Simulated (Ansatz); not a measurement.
Relaxation of Ga₂N₂ with UKS PBE-D4/def2-SVP.

```sh
$ ansatz run in.yaml --threads 2 --pin off --events-out ev --progress --plain --max-ram 4352MiB
```

```yaml
crystal:
  periodic: [false, false, false]
  atoms:
    - {symbol: Ga, position_ang: [0.597386, 1.598866, 0.989453]}
    - {symbol: Ga, position_ang: [-0.526692, 0.345055, -1.570303]}
    - {symbol: N, position_ang: [0.143957, -0.496730, 0.585033]}
    - {symbol: N, position_ang: [-0.214661, -1.447191, -0.004172]}
basis:
  gaussian: {orbitals: def2-SVP}
magnetization: {spin_polarized: true, initial_magnetization: 4}
hamiltonian: {xc: pbe, dispersion: d4}
scf: {omitted_lower_state_checks: [starts]}
output: {orbitals: {seedname: orbitals}}
relax: {f_tol: 0.02, max_steps: 100}
```

It took 90 s on 2 threads of Arm Neoverse V1 on a shared host.

Positions (Å) and forces (eV/Å) at steps 1, 2, 3, 4, 5, 6, 7, 8, 9, 10, 11, 13, 14, 15, 16, 17, 18, 19, 20, 21, 22, 23, 24, 25, 26, 27, 28, 29, 30, 31, 32, 34, 37, 38 of 38:

```xyz
4
step=1 energy=-107696.3338 eV
Ga    0.597    1.599    0.989   -0.463   -1.125   -0.810
Ga   -0.527    0.345   -1.570    0.224    0.132    0.558
N     0.144   -0.497    0.585    0.551    1.311    0.964
N    -0.215   -1.447   -0.004   -0.313   -0.318   -0.712
4
step=2 energy=-107696.7034 eV
Ga    0.524    1.520    0.822   -0.390   -0.991   -0.654
Ga   -0.466    0.437   -1.441    0.145    0.212    0.305
N     0.158   -0.519    0.632    0.457    0.871    0.863
N    -0.216   -1.437   -0.012   -0.212   -0.092   -0.515
4
step=3 energy=-107696.8358 eV
Ga    0.457    1.387    0.697    0.208    0.525    0.456
Ga   -0.435    0.506   -1.387   -0.178   -0.132   -0.484
N     0.190   -0.512    0.705   -0.018   -0.389   -0.084
N    -0.212   -1.381   -0.015   -0.012   -0.004    0.113
4
step=4 energy=-107696.9009 eV
Ga    0.440    1.406    0.729   -0.199    0.211    0.183
Ga   -0.429    0.495   -1.413    0.052   -0.006   -0.268
N     0.245   -0.524    0.683    0.373   -0.570   -0.274
N    -0.256   -1.377    0.002   -0.226    0.365    0.359
4
step=5 energy=-107696.9688 eV
Ga    0.359    1.407    0.779   -0.098    0.058   -0.176
Ga   -0.385    0.478   -1.434   -0.040    0.057    0.039
N     0.410   -0.537    0.580   -1.095   -1.602   -0.541
N    -0.385   -1.348    0.076    1.232    1.487    0.678
4
step=6 energy=-107697.0191 eV
Ga    0.351    1.389    0.759    0.021    0.303   -0.023
Ga   -0.391    0.494   -1.442   -0.092    0.120   -0.164
N     0.403   -0.567    0.603    0.681    0.243    0.680
N    -0.364   -1.315    0.081   -0.610   -0.665   -0.493
4
step=7 energy=-107697.0223 eV
Ga    0.360    1.401    0.731   -0.019   -0.110    0.028
Ga   -0.424    0.507   -1.466    0.064    0.039    0.017
N     0.401   -0.628    0.707   -0.048    0.151   -0.216
N    -0.337   -1.281    0.028    0.004   -0.080    0.170
4
step=8 energy=-107697.0359 eV
Ga    0.347    1.398    0.750    0.022    0.034   -0.015
Ga   -0.396    0.504   -1.452   -0.027    0.032   -0.030
N     0.419   -0.588    0.628   -0.250   -0.247   -0.092
N    -0.370   -1.314    0.073    0.255    0.181    0.138
4
step=9 energy=-107696.9280 eV rejected
Ga    0.434    1.405    0.735   -0.277   -0.038    0.063
Ga   -0.438    0.530   -1.457    0.095    0.059   -0.163
N     0.258   -0.540    0.687    0.518   -0.217   -0.139
N    -0.254   -1.396    0.035   -0.336    0.196    0.239
4
step=10 energy=-107697.0395 eV
Ga    0.352    1.396    0.744    0.004    0.015    0.002
Ga   -0.403    0.518   -1.464   -0.009    0.031   -0.036
N     0.409   -0.594    0.645    0.018   -0.004    0.031
N    -0.358   -1.320    0.074   -0.013   -0.042    0.003
4
step=11 energy=-107697.0398 eV
Ga    0.355    1.401    0.741   -0.024   -0.071   -0.009
Ga   -0.404    0.529   -1.468    0.004    0.025   -0.026
N     0.402   -0.596    0.649   -0.019   -0.028   -0.036
N    -0.353   -1.334    0.079    0.039    0.074    0.072
4
step=13 energy=-107697.0537 eV
Ga    0.342    1.332    0.706    0.015    0.210    0.004
Ga   -0.427    0.691   -1.609    0.061    0.060    0.057
N     0.405   -0.624    0.708    0.437    0.517    0.172
N    -0.320   -1.399    0.195   -0.513   -0.787   -0.234
4
step=14 energy=-107697.1015 eV
Ga    0.335    1.276    0.687   -0.120    0.735   -0.384
Ga   -0.434    0.843   -1.731    0.188    0.299    0.309
N     0.396   -0.618    0.718   -0.600   -1.221   -0.550
N    -0.296   -1.501    0.326    0.531    0.187    0.625
4
step=15 energy=-107697.2926 eV
Ga    0.328    1.293    0.637   -0.261    0.121   -0.917
Ga   -0.439    1.014   -1.827    0.308    0.429    0.708
N     0.377   -0.673    0.738   -1.724   -2.489   -0.896
N    -0.267   -1.634    0.452    1.677    1.939    1.104
4
step=16 energy=-107697.5278 eV
Ga    0.324    1.323    0.567   -0.328   -0.197   -1.182
Ga   -0.447    1.189   -1.911    0.367    0.292    1.038
N     0.337   -0.756    0.767   -1.003   -1.375   -0.403
N    -0.215   -1.756    0.577    0.964    1.279    0.547
4
step=17 energy=-107697.7065 eV
Ga    0.312    1.320    0.498   -0.242   -0.051   -0.859
Ga   -0.442    1.275   -1.882    0.251    0.195    0.714
N     0.297   -0.781    0.743   -0.079    0.027    0.003
N    -0.166   -1.813    0.641    0.070   -0.171    0.142
4
step=18 energy=-107697.7125 eV
Ga    0.294    1.302    0.355    0.099   -0.130    0.486
Ga   -0.431    1.461   -1.848   -0.147    0.065   -0.487
N     0.224   -0.817    0.751   -0.979   -3.910   -0.067
N    -0.086   -1.946    0.742    1.027    3.976    0.067
4
step=19 energy=-107697.8287 eV
Ga    0.243    1.248    0.354   -0.096   -0.030   -0.190
Ga   -0.429    1.568   -1.914    0.046    0.040    0.136
N     0.277   -0.881    0.691    0.143    0.086    0.014
N    -0.091   -1.935    0.868   -0.094   -0.096    0.039
4
step=20 energy=-107697.8454 eV
Ga    0.210    1.211    0.332   -0.088    0.023   -0.165
Ga   -0.426    1.621   -1.922    0.044    0.033    0.121
N     0.329   -0.908    0.684    0.251    0.310   -0.086
N    -0.113   -1.924    0.906   -0.207   -0.366    0.130
4
step=21 energy=-107697.8552 eV
Ga    0.190    1.195    0.304   -0.100   -0.054   -0.179
Ga   -0.423    1.692   -1.939    0.052    0.014    0.160
N     0.335   -0.941    0.668   -0.079   -0.424    0.100
N    -0.103   -1.947    0.968    0.127    0.463   -0.081
4
step=22 energy=-107697.8656 eV
Ga    0.174    1.150    0.294   -0.080    0.031   -0.155
Ga   -0.429    1.725   -1.926    0.042    0.021    0.119
N     0.360   -0.948    0.649    0.142    0.099   -0.072
N    -0.106   -1.927    0.982   -0.104   -0.151    0.109
4
step=23 energy=-107697.8371 eV rejected
Ga    0.100    1.051    0.213   -0.030   -0.194   -0.176
Ga   -0.414    1.918   -1.928    0.036    0.003    0.153
N     0.378   -1.030    0.561   -1.212   -2.304    1.628
N    -0.065   -1.939    1.155    1.206    2.495   -1.605
4
step=24 energy=-107697.8817 eV
Ga    0.140    1.099    0.250   -0.060    0.020   -0.122
Ga   -0.423    1.821   -1.928    0.034    0.014    0.094
N     0.370   -0.988    0.619    0.045   -0.025   -0.031
N    -0.087   -1.932    1.058   -0.019   -0.009    0.059
4
step=25 energy=-107697.8862 eV
Ga    0.100    1.056    0.205   -0.027   -0.096   -0.094
Ga   -0.408    1.915   -1.928    0.020    0.022    0.070
N     0.362   -1.033    0.573   -0.473   -0.980    0.664
N    -0.054   -1.938    1.150    0.480    1.054   -0.640
4
step=26 energy=-107697.8937 eV
Ga    0.063    0.964    0.101   -0.061   -0.010    0.066
Ga   -0.398    2.052   -1.935    0.043   -0.054    0.042
N     0.352   -1.059    0.611   -0.184   -0.519    0.154
N    -0.017   -1.957    1.223    0.202    0.584   -0.263
4
step=27 energy=-107697.8813 eV rejected
Ga    0.028    0.972    0.108    0.010   -0.233    0.034
Ga   -0.352    2.057   -1.933    0.000    0.043   -0.011
N     0.265   -1.091    0.526   -0.432   -1.579    1.541
N     0.059   -1.937    1.299    0.422    1.770   -1.565
4
step=28 energy=-107697.9026 eV
Ga    0.033    0.932    0.094   -0.046    0.074   -0.131
Ga   -0.375    2.080   -1.935    0.053   -0.105    0.166
N     0.332   -1.082    0.567   -0.208   -0.434    0.310
N     0.010   -1.930    1.274    0.202    0.464   -0.346
4
step=29 energy=-107697.9104 eV
Ga    0.014    0.936    0.092    0.006   -0.054    0.026
Ga   -0.349    2.072   -1.921   -0.001    0.041   -0.041
N     0.274   -1.092    0.528   -0.132   -0.379    0.384
N     0.061   -1.915    1.300    0.127    0.393   -0.370
4
step=30 energy=-107697.9135 eV
Ga    0.006    0.930    0.088    0.003   -0.023    0.001
Ga   -0.340    2.082   -1.921    0.000    0.033   -0.027
N     0.245   -1.101    0.520   -0.038   -0.063    0.093
N     0.089   -1.911    1.312    0.035    0.053   -0.067
4
step=31 energy=-107697.9165 eV
Ga   -0.016    0.921    0.070    0.000   -0.037   -0.016
Ga   -0.315    2.116   -1.924    0.003    0.008    0.006
N     0.169   -1.126    0.512   -0.012    0.023    0.028
N     0.161   -1.911    1.342    0.009    0.005   -0.018
4
step=32 energy=-107697.9162 eV rejected
Ga   -0.020    0.910    0.052    0.002   -0.037    0.054
Ga   -0.316    2.135   -1.924    0.003   -0.002   -0.015
N     0.164   -1.124    0.528   -0.012    0.132   -0.184
N     0.172   -1.921    1.344    0.007   -0.093    0.145
4
step=34 energy=-107697.9113 eV rejected
Ga   -0.036    0.903    0.049    0.004   -0.098   -0.002
Ga   -0.293    2.148   -1.924    0.003   -0.014    0.030
N     0.100   -1.140    0.514    0.119   -0.646    0.791
N     0.230   -1.911    1.361   -0.126    0.759   -0.818
4
step=37 energy=-107697.9179 eV rejected
Ga   -0.039    0.894    0.054    0.002   -0.009    0.007
Ga   -0.294    2.138   -1.916   -0.001    0.003   -0.004
N     0.094   -1.126    0.518    0.016   -0.074    0.077
N     0.238   -1.906    1.344   -0.016    0.080   -0.080
4
step=38 energy=-107697.9180 eV
Ga   -0.035    0.893    0.054    0.000    0.002   -0.001
Ga   -0.298    2.138   -1.916    0.000    0.001   -0.002
N     0.107   -1.126    0.516    0.001   -0.010    0.013
N     0.226   -1.905    1.346   -0.001    0.007   -0.010
```

At PBE-D4/def2-SVP a triplet of charge 0 lies 2.94 eV below the quintet, each at its own geometry. The structure comes from a short search, and lower isomers may exist.
